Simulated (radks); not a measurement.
The numbers below are computed, except where a source is named.
All-electron atom: Sm14+ in [Kr] 4d10 4f1 5s1 (the NIST ground configuration). Level of theory: scalar-relativistic Kohn-Sham, PBEsol, spin-polarised, spherical densities, finite nucleus; open shells are filled with parallel spins first (spin-orbit coupling, left out, can overturn this in heavy ions); Fermi nuclear charge, rms radius 5.0819 fm (a radial shooting solver on a logarithmic mesh with Libxc functionals).

Unscreened Slater integrals over Kohn-Sham orbitals (eV). They are taken over the spin-up orbitals.

integral,value
"F0(4f,4f)",36.251
"F2(4f,4f)",18.459
"F4(4f,4f)",11.862
"F6(4f,4f)",8.6190
"F0(4f,5s)",25.203
"G3(4f,5s)",3.7305
"F0(4f,4d)",37.245
"F2(4f,4d)",18.710
"F4(4f,4d)",12.176
"G1(4f,4d)",21.651
"G3(4f,4d)",14.025
"G5(4f,4d)",10.043
"F0(4f,4p)",38.280
"F2(4f,4p)",19.457
"G2(4f,4p)",17.046
"G4(4f,4p)",11.949
"F0(5s,5s)",21.401
"F0(5s,4d)",25.609
"G2(5s,4d)",3.0539
"F0(5s,4p)",25.889
"G1(5s,4p)",2.3966
"F0(4d,4d)",38.674
"F2(4d,4d)",19.807
"F4(4d,4d)",13.343
"F0(4d,4p)",39.750
"F2(4d,4p)",20.513
"G1(4d,4p)",25.998
"G3(4d,4p)",16.381
"F0(4p,4p)",40.976
"F2(4p,4p)",21.532

Derived for the open shells (J is the average intra-shell exchange parameter used in DFT+U). 4f: F4/F2 = 0.643, F6/F2 = 0.467, J = (286 F2 + 195 F4 + 250 F6)/6435 = 1.515 eV.
